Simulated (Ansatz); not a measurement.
`C=[N][SnH3]` → C• + 5 H• + N• + Sn•  (atomization)

Computed with Ansatz on PBE0-D4/def2-TZVP structures; ΔE is electronic, products minus reactants. CCSD(T)/CBS is the MP2 limit (def2-TZVPP, def2-QZVPP) plus CCSD(T) − MP2 in def2-TZVPP, frozen cores. This one scheme is used for every species, atoms too. Functionals use def2-TZVPP. B3LYP here is the variant with VWN-RPA as its local correlation; programs differ in this. HSE06 is defined as in plane-wave codes. Open shells (•) are unrestricted, without spin–orbit coupling. Spin–orbit coupling would lower the free atoms: a little for C; strongly for Sn. Elements past krypton have def2 core potentials. For Sn outer-core shells are correlated without core-valence functions, so the limit isn't a true one: a few kJ/mol of doubt a bond, and 10 to 20 or more in all where bonds break to atoms.

`C=[N][SnH3]`:

Z-matrix (Å, degrees):
```
Sn
N 1 2.056
H 1 1.716 2 108.3
H 1 1.703 2 107.1 3 -120.4
H 1 1.703 2 107.1 3 120.4
C 2 1.258 1 119.1 3 -0.0
H 6 1.104 2 125.8 1 -0.0
H 6 1.099 2 119.5 1 -180.0
```

| level | ΔE (kJ/mol) | difference from CCSD(T)/CBS |
| --- | --- | --- |
| PBE0-D4 | 2427.7 | -27.0 |
| B3LYP-D4 | 2452.0 | -2.7 |
| HSE06-D4 | 2428.5 | -26.2 |
| BHLYP-D4 | 2368.2 | -86.5 |
| ωB97M-V | 2448.2 | -6.5 |
| PBE-QIDH | 2399.0 | -55.7 |
| BLYP | 2428.6 | -26.1 |
| r2SCAN0 | 2377.5 | -77.2 |
| LC-ωPBE | 2420.3 | -34.4 |
| MP2/def2-SVP | 2272.2 | -182.5 |
| CCSD(T)/def2-SVP | 2278.1 | -176.6 |
| CCSD/def2-TZVPP | 2340.7 | -114.0 |
| MP2/def2-QZVPP | 2415.0 | -39.7 |
| HF/CBS(def2) | 1658.1 | -796.6 |
| MP2/CBS(def2) | 2442.8 | -11.9 |
| CCSD/CBS(def2) | 2410.4 | -44.3 |
| CCSD(T)/CBS | 2454.7 | 0 |

Largest T1 diagnostic among the species: 0.014.

The D4 term adds +22.1 kJ/mol with B3LYP and +11.5 kJ/mol with PBE0; it sums over pairs of atoms, weighted by their polarisabilities, and B3LYP, whose exchange is more repulsive, gets the larger term. From PBE to PBE0 (25 % exact exchange), in def2-TZVPP and without D4, ΔE moves by −54.9 kJ/mol: exact exchange takes away binding that semilocal exchange gives to molecules.

For atomizations the MP2-based limit and the directly extrapolated one differ by several kJ/mol either way, and by 10 to 25 for some Ge, Se and Sn compounds, so smaller differences from it don't rank the levels.
